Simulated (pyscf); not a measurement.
## H₃Si–Se–Sb(Cl)–Cl (SMILES [SiH3][Se][Sb]([Cl])[Cl]), singlet

Gas-phase minimum from PySCF at ωB97X-D3(BJ)/def2-SVP, one conformer. 

```
Si
H 1 1.4821
H 1 1.4840 2 111.78
H 1 1.4883 2 110.93 3 -122.70
Se 1 2.2906 2 109.69 4 -114.31
Sb 5 2.5081 1 97.84 2 -37.50
Cl 6 2.3599 5 98.69 1 60.50
Cl 6 2.3648 7 95.33 2 53.13
```
Charge 0, spin multiplicity 1.

Properties at ωB97X-D3(BJ)/def2-SVP:

```json
{
 "harmonic_wavenumbers_unscaled": "63, 104, 113, 131, 152, 180, 265, 375, 384, 409, 607, 618, 914, 947, 963, 2274, 2294, 2313 cm⁻¹",
 "zero_point_energy": "18.7 kcal/mol",
 "rotational_symmetry_number": "1",
 "Entropy of this conformer at 298 K and 1 atm, rigid rotor and harmonic oscillator, modes under 100 cm⁻¹ raised to 100": "408.6 J/(mol K)",
 "dipole_moment": "1.63 D"
}
```

Single-point totals, which compare only within one level:

```csv
level,total energy (hartree)
ωB97X-D3(BJ)/def2-TZVP,-3853.74138
PBE/def2-TZVP,-3852.78778
r²SCAN/def2-TZVP,-3853.67810
B3LYP-D3(BJ)/def2-TZVP,-3853.87079
PBE0-D3(BJ)/def2-TZVP,-3852.98929
M06-2X/def2-TZVP,-3853.56798
ωB97M-D3(BJ)/def2-TZVP,-3853.88008
```

Soft torsions are taken as harmonic, which can shift the entropy by several J/(mol K). Elements up to Kr have no core potential and no relativistic terms here. Elements past Kr carry the def2 core potentials, without spin-orbit coupling.
